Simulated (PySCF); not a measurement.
How methods differ on the ionisation energy of Xe

Xe [Xe] (1S) → Xe⁺ [Kr] 4d10 5s2 5p5 (2P), as a difference of total energies. All numbers are calculated (PySCF 2.14, scalar relativity by spin-free X2C-1e, in x2c-TZVPall (8s6p4d2f, 60 functions)). Correlated levels: valence: [Kr] 4d10 frozen. The calculations carry no spin-orbit coupling.

```
           method  ionisation energy (eV)
              UHF                  11.543
           r2SCAN                  12.506
            B3LYP                  12.498
    MP2 (valence)                  12.302
SCS-MP2 (valence)                  12.232
```

Task: How much does correlation contribute at MP2 (valence)?

Result: 12.302 − (11.543) = 0.759 eV, measured against UHF.

Errors of the correlated levels include the incompleteness of this basis and the frozen core.

For comparison: 12.565 eV (measured; NIST levels, between the centres of gravity of the two terms).
